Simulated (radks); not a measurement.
Numerical settings for the magnesium ion Mg3+, [He] 2s2 2p5. All-electron calculation, Dirac Kohn-Sham, PBE, spin-unpolarised, spherical densities, point nucleus; open shells are shared between the two j in proportion to 2j + 1. Program: a radial shooting solver on a logarithmic mesh with Libxc functionals. The defaults (mesh step 0.008 in ln r, mesh end at 40 bohr or more with all orbitals vanishing there, Anderson mixing 0.5 over 9 steps, residual threshold near 1e-9 with the energy settled to 1e-9 hartree or 1e-11 of itself, here a cap of 87 iterations) give E = -196.4517 hartree and 2p3/2 at -96.102 eV in 14 iterations. Run on one thread of a shared host, so times are rough (Arm Neoverse V2): 0.04 s of CPU time, 0.04 s wall, 14 iterations on 2476 mesh points. Changes against that run (0 stands for a change within the tolerance of the run):

| setting | iterations | converged | E (mhartree) | e(2p3/2) (meV) | CPU (s) |
|---|---|---|---|---|---|
| mesh step in ln r 0.02 | 14 | yes | 0 | 0 | 0.02 |
| mesh step in ln r 0.08 | 4 | no | diverged | - | 0.01 |
| mesh step in ln r 0.012 | 14 | yes | 0 | 0 | 0.03 |
| mesh end (bohr) 1 | 13 | yes | +1.11e+04 | +8.18e+04 | 0.03 |
| mesh end (bohr) 400 | 14 | yes | 0 | 0 | 0.04 |
| residual threshold 0.1 | 8 | yes | 0 | +0.872 | 0.03 |
| residual threshold 0.001 | 8 | yes | 0 | +0.872 | 0.03 |
| mixing 0.05 | 17 | yes | 0 | 0 | 0.05 |
| linear mixing, mixing 0.5 | 31 | yes | 0 | 0 | 0.07 |
| linear mixing, mixing 0.05 | 87 | no | +0.00561 | -396 | 0.21 |
| mixing history 2 | 19 | yes | 0 | 0 | 0.05 |
| iteration cap 3 | 3 | no | +5.07 | -1.19e+03 | 0.01 |

Settings that end as converged yet miss the energy by more than 1 mhartree: mesh end (bohr) 1 (+11.1 hartree). A mesh that ends early acts as a hard wall.
